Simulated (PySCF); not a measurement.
## Distorted geometries of Ir3

Ir3 (quartet). PySCF 2.14.0, UKS r2SCAN, Ir def2-SVP with ECP60; non-relativistic Hamiltonian with scalar-relativistic core potentials where named; density fitting; no spin-orbit coupling. Relaxed geometry:

```xyz
3

Ir    0.0000    0.0000    2.2251
Ir    0.0000    0.0000    0.0000
Ir    0.0000    0.0000   -2.2251
```

Question: Order these distorted geometries by energy above the relaxed one, lowest first.
A.
```xyz
3

Ir    0.0077   -0.1318    2.1735
Ir    0.0036    0.0974    0.1871
Ir   -0.0113    0.0344   -2.3606
```
B.
```xyz
3

Ir    0.0186    0.0191    2.1607
Ir    0.1182   -0.1949    0.0068
Ir   -0.1368    0.1758   -2.1675
```
C.
```xyz
3

Ir    0.0151    0.0311    2.2510
Ir   -0.0477    0.0030   -0.0248
Ir    0.0326   -0.0341   -2.2262
```

Answer: C (0.03 eV), B (0.23 eV), A (1.52 eV).

Question: Which forces (eV/Å) act in the one that lies 0.03 eV up?

Answer: 
```
Ir  -0.01 -0.01 -1.01
Ir  -0.03  0.03  1.37
Ir   0.04 -0.01 -0.36
```
Forces carry noise of the integration grid, about 0.01 to 0.03 eV/Å.

No frequency check is given that shows the relaxed geometry to be a minimum. Open shells may have lower solutions than the one found.
